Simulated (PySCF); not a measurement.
An element was calculated at UHF (PySCF 2.14, spin-free X2C, a triple-zeta basis, no spin-orbit coupling), in the ground configurations that NIST lists.

```
first ionisation energy  : 4.441 eV
second ionisation energy : 9.892 eV
third ionisation energy  : 19.415 eV
```

Problem. Which element is it?

Solution. Praseodymium (Pr, Z = 59), in x2c-TZVPPall with one added diffuse shell each of s, p, d, f type. NIST lists 5.470, 10.631 ± 0.02, 21.624 eV for these ionisation energies.
